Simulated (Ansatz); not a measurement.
Ansatz results at the PBE0-D4/def2-TZVP geometry: HOMO–LUMO gap (PBE/def2-TZVPP) 4.54 eV; size of the dipole moment (ωB97M-V/def2-TZVPP) 4.29 D; HOMO energy (ωB97M-V/def2-TZVPP) -10.52 eV.

Question: Which molecule gave them?
A. `[Cl][InH2]`
B. `[F][In]([Cl])[GeH3]`
C. `C#[C][In]([F])[Cl]`
D. `[F][In]([F])[Cl]`

Answer: B. The others give `[F][In]([F])[Cl]`: 4.32, 1.19, -12.20; `C#[C][In]([F])[Cl]`: 4.83, 3.21, -11.23; `[Cl][InH2]`: 4.19, 2.86, -10.42.
